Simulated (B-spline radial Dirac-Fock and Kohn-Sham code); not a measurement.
# What relativity does to the binding energies of Tb¹⁶⁺

System: Tb¹⁶⁺, [Kr] 4d10 4f3.

Both columns are ΔSCF binding energies of the configuration average from an atomic code on a B-spline grid: non-relativistic Hartree-Fock with a point nucleus, and Dirac-Fock with a finite nucleus and the Coulomb interaction alone, averaged over the two j levels with weights 2j+1.

```tsv
shell	Hartree-Fock (eV)	Dirac-Fock (eV)	shift (eV)	shift (%)
1s	49401.4	52601.1	+3199.74	+6.48
2s	8293.5	9120.0	+826.50	+9.97
2p	7895.6	8160.7	+265.06	+3.36
3s	2157.1	2353.4	+196.28	+9.10
3p	1978.8	2049.1	+70.25	+3.55
3d	1650.3	1636.6	-13.66	-0.83
4s	715.4	765.9	+50.48	+7.06
4p	642.1	660.1	+17.99	+2.80
4d	509.5	507.3	-2.12	-0.42
4f	355.1	350.1	-5.02	-1.42
```

Relativity binds 1s, 2s, 2p, 3s, 3p, 4s, 4p more strongly, among those listed most of all 2s in relative terms, and 3d, 4d, 4f more weakly, because the contracted s and p shells screen the nucleus better.

Values without a named source are computed, but for edge energies of neutral atoms, which are taken from tables.
